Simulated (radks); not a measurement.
Coulomb parameter of the 4f shell of the dysprosium ion Dy+ in the model configuration [Xe] 4f9 5d1 6s1, as a second difference U = [E(n + 1) + E(n - 1) - 2 E(n)] / (1)^2 with all orbitals relaxed. "Bare": the charge of the atom changes with n. "Screened": the 5d shell takes up the change at fixed total charge, which measures U(4f,4f) + U(5d,5d) - 2 U(4f,5d). Calculated with a radial shooting solver on a logarithmic mesh with Libxc functionals: Dirac Kohn-Sham, PBEsol, spin-unpolarised, spherical densities, finite nucleus; open shells are shared between the two j in proportion to 2j + 1; Fermi nuclear charge, rms radius 5.2218 fm.

| case | configuration | E - E(n) (eV) |
|---|---|---|
| start | [Xe] 4f9 5d1 6s1 | 0.000 |
| bare +1 | [Xe] 4f10 5d1 6s1 | -8.566 |
| bare -1 | [Xe] 4f8 5d1 6s1 | 24.115 |
| screened +1 | [Xe] 4f10 6s1 | -4.943 |
| screened -1 | [Xe] 4f8 5d2 6s1 | 10.062 |

U(bare) = 15.550 eV, U(screened by 5d) = 5.118 eV, against the Slater integral F0(4f,4f) = 31.011 eV with frozen orbitals.
